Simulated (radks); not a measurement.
Species: Tb34+. Configuration: [Ar] 3d10 4s2 4p1 (the NIST ground configuration). Method: Dirac Kohn-Sham, relativistic LDA (MacDonald-Vosko exchange, VWN5 correlation), spin-unpolarised, spherical densities, finite nucleus; open shells fill j = l - 1/2 first; Fermi nuclear charge, rms radius 5.06 fm; computed with a radial shooting solver on a logarithmic mesh with Libxc functionals. Some entries of the table are withheld. Estimate them.

orbital,occ.,eigenvalue (hartree),<r^2> (bohr^2)
1s1/2,2,-1941.874,0.0006368
2s1/2,2,-363.6755,0.009862
2p1/2,2,-348.6776,0.007135
2p3/2,4,-321.4526,0.008352
3s1/2,2,-116.9960,0.06373
3p1/2,2,-110.4919,(1)
3p3/2,4,-104.6563,(2)
3d3/2,4,(3),(4)
3d5/2,6,(5),(6)
4s1/2,2,-54.96698,0.2568
4p1/2,1,-52.25782,0.2563
4p3/2,0,-50.40724,0.2755

Answer. 
(1) 3p1/2 <r^2> (bohr^2): 0.05886
(2) 3p3/2 <r^2> (bohr^2): 0.06526
(3) 3d3/2 eigenvalue (hartree): -93.54154
(4) 3d3/2 <r^2> (bohr^2): 0.05108
(5) 3d5/2 eigenvalue (hartree): -92.24072
(6) 3d5/2 <r^2> (bohr^2): 0.05283
